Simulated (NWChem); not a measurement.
System meant: CClF₂, doublet; SMILES F[C](F)Cl

Input file for NWChem:

```
start job
memory heap 200 mb stack 900 mb global 1100 mb
geometry units angstroms noautoz
  F     -0.078547     1.058538    -1.090428
  C      0.333858     0.429143     0.000000
  F     -0.078547     1.058538     1.090428
  Cl    -0.045520    -1.286964     0.000000
end
basis spherical
  * library def2-svp
end
dft
  odft
  mult 2
  xc xpbe96 cpbe96
  iterations 4
  mulliken
end
task dft energy
```

End of the output:

```
     --------------------------
     Expectation value of S2:
     --------------------------
      <S2> =      0.7513 (Exact =     0.7500)

 center of mass
 --------------
 x =  -0.00429126 y =  -0.01965521 z =   0.00000000

 moments of inertia (a.u.)
 ------------------
         528.107296298020          -0.000000000000           0.000000000000
          -0.000000000000         167.184221486996           0.000000000000
           0.000000000000           0.000000000000         372.614020631827

     Multipole analysis of the density
     ---------------------------------

     L   x y z        total         alpha         beta         nuclear
     -   - - -        -----         -----         ----         -------
     0   0 0 0     -0.000000    -21.000000    -20.000000     41.000000

     1   1 0 0     -0.025399     -0.529158      0.503759     -0.000000
     1   0 1 0      0.064920      0.324440     -0.259520      0.000000
     1   0 0 1      0.000000      0.000000      0.000000      0.000000

     2   2 0 0    -20.180121    -12.878218    -10.200413      2.898510
     2   1 1 0     -0.209300      0.564636     -0.545904     -0.228032
     2   1 0 1     -0.000000     -0.000000     -0.000000      0.000000
     2   0 2 0    -19.962939    -99.681241    -96.805676    176.523978
     2   0 1 1     -0.000000     -0.000000      0.000000      0.000000
     2   0 0 2    -20.841922    -49.285331    -47.986645     76.430054

 ------------------------------------------------------------------------
 dft energy failed                                                                                  0
 ------------------------------------------------------------------------
 ------------------------------------------------------------------------
  current input line :
    19: task dft energy
 ------------------------------------------------------------------------
 ------------------------------------------------------------------------
 This type of error is most commonly associated with calculations not reaching convergence criteria
 ------------------------------------------------------------------------
 For more information see the NWChem manual at https://nwchemgit.github.io

0:dft energy failed:Received an Error in Communication
```

**Question.** What is wrong, and how is it mended?

**Answer.** Convergence was not reached. Cause: the SCF was allowed too few iterations. This input runs:
```
start job
memory heap 200 mb stack 900 mb global 1100 mb
geometry units angstroms noautoz
  F     -0.078547     1.058538    -1.090428
  C      0.333858     0.429143     0.000000
  F     -0.078547     1.058538     1.090428
  Cl    -0.045520    -1.286964     0.000000
end
basis spherical
  * library def2-svp
end
dft
  odft
  mult 2
  xc xpbe96 cpbe96
  iterations 150
  mulliken
end
task dft energy
```
It converges to -697.17599 Ha (PBE/def2-SVP, spin-unrestricted).
